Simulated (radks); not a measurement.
Question: These are the eigenvalues of the occupied orbitals of an atom or ion with whole-number occupations (hartree). All-electron calculation, scalar-relativistic Kohn-Sham, PW91, spin-polarised, spherical densities, finite nucleus; Fermi nuclear charge, rms radius of each element as measured or else 0.836 A^(1/3) + 0.57 fm. Program: a radial shooting solver on a logarithmic mesh with Libxc functionals.

| orbital | eigenvalue |
|---|---|
| 1s up | -1480.513 |
| 1s down | -1480.396 |
| 2s up | -281.5583 |
| 2s down | -280.9904 |
| 2p up | -258.3872 |
| 2p down | -257.9001 |
| 3s up | -96.78032 |
| 3s down | -95.98422 |
| 3p up | -89.42918 |
| 3p down | -88.61320 |
| 3d up | -79.80858 |
| 3d down | -78.89856 |
| 4p up | -44.61660 |

Which element is it, and in what charge state? The configuration may be excited. Open shells, if any, are filled with parallel spins first.

Answer: Z = 57, lanthanum, charge +33: La33+ in [Ne] 3s2 3p5 3d6 4p1. The list shows which subshells hold electrons but not how many an open one holds; the 1s level, -1480.5 hartree, gives Z - s = 54.4 by -(Z - s)^2/2, which with screening and relativity narrows Z to a few neighbours, and the depths of the outer levels then fix element, charge and occupations together.
